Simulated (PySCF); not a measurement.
# Two-component Hartree-Fock for In (indium, neutral)

Start: [Kr] 4d10 5s2 5p1; 5p3/2 filled at m_j = +3/2. Calculated with PySCF 2.14 in x2c-TZVPall-2c with one added diffuse shell each of s, p, d, f type (9s10p6d3f, 90 functions): generalised Hartree-Fock with the X2C-1e Hamiltonian and a Gaussian nucleus; one run each with spin-orbit coupling (SO) switched off, then screened by Boettger's factors. This is a chosen level, not necessarily the ground level.

```tsv
spinor shell	electrons	ε, spin-free (eV)	ε, screened SO (eV)	weight of nominal j (screened SO)	rms radius, screened SO (bohr)
1s1/2	2	-28081.7	-28079.3	1.000	0.0340
2s1/2	2	-4295.5	-4294.9	1.000	0.139
2p1/2	2	-3848.4	-3994.7	1.000	0.120
2p3/2	4	-3848.4	-3781.6	1.000	0.125
3s1/2	2	-854.20	-854.10	1.000	0.371
3p1/2	2	-704.14	-731.48	1.000	0.365
3d3/2	4	-471.82	-476.58	1.000	0.350
3d5/2	6	-471.82	-468.61	1.000	0.353
4s1/2	2	-144.39	-144.44	1.000	0.907
4p1/2	2	-97.354	-102.23	1.000	0.971
4p3/2	4	-97.354	-95.235	1.000	1.00
4d3/2	4	-27.551	-28.189	0.997	1.26
4d5/2	6	-27.551	-27.242	0.998	1.28
5s1/2	2	-10.821	-10.865	0.999	2.92
5p3/2	1	-5.349	-5.262	1.000	4.13
```

Where does 3p3/2 lie, and what is the 3p spin-orbit splitting (screened SO)?

At -691.68 eV, 39.808 eV above 3p1/2.

```csv
quantity,spin-free,screened SO
E (hartree),-5877.62066,-5878.90046
M_J,3/2,3/2
⟨J²⟩,3.764,3.764
⟨L²⟩,2.010,2.026
⟨S²⟩,0.754,0.771
```

Each row is a mean over spinors that exchange with the open shell spreads, by up to 1.429 eV (5s1/2).

Breit and QED terms are absent; they matter most for the inner s and p1/2 levels.

Densities and radii are taken from the X2C orbitals without a picture-change correction, which distorts them close to the nucleus.

Without spin-orbit coupling the j labels of p, d and f shells carry no meaning; the spin-free column gives the mean over the occupied spinors of each nl shell.
